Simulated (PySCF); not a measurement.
H₈NSi₂, SMILES [NH2+]([SiH3])[SiH3], charge +1.

Geometry optimised at PBE0-D3(BJ)/def2-SVP. The isomer is the one that the SMILES or the coordinates give; other isomers of the formula were not compared.

Level of theory: r2SCAN/def2-TZVPD run with PySCF.

The molecule is in vacuum.

Computed frontier levels, gap, dipole moment and polarisability:
- highest occupied level = -13.79 eV
- lowest empty level = -6.20 eV
- orbital gap = 7.59 eV
- dipole moment about the centre of nuclear charge = 1.77 D
- mean static polarisability = 56.9 bohr³ (8.44 Å³)
- polarisability, principal values = 52.4, 53.2, 65.2 bohr³
